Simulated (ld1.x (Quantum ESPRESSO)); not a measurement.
## Configuration tests for Gd (Z = 64) (TM)

```json
{
 "Element": "gadolinium (Gd)",
 "Generator": "ld1.x (Quantum ESPRESSO) 7.5",
 "Type": "norm-conserving Troullier–Martins (Kleinman–Bylander form)",
 "Functional": "PBEsol",
 "Relativity": "scalar-relativistic",
 "Frozen core": "[Xe] 4f7",
 "Valence charge": "3",
 "Reference configuration": "5d1 6s1.75 6p0.25",
 "Partial waves": "6p (bound): rc 4.20 bohr; 5d (bound): rc 3.40 bohr; 6s (bound): rc 3.20 bohr",
 "Local potential": "the s channel",
 "Core correction": "a·sin(br)/r model core inside 1.90 bohr"
}
```

Energies are relative to the spin-unpolarised reference configuration 5d1 6s1.75 6p0.25; without spin polarisation the order of configurations can differ from experiment.

```csv
valence configuration,charge,ΔE all-electron (eV),error AE − PS (meV)
5d1 6s1 6p0,+1,5.961,-6.3
5d1 6s0 6p0,+2,18.007,-64
5d1 6s0 6p1,+1,9.558,-27
5d1.5 6s1.5 6p0,0,0.133,-17
5d0 6s2 6p1,0,1.136,-106
5d1 6s0 6p2,0,5.211,-28
```

Task: What are ΔE and the potential's error for 5d1 6s2 6p0?

Result: ΔE = -0.712 eV all-electron; the error (AE − PS) is -0.3 meV.
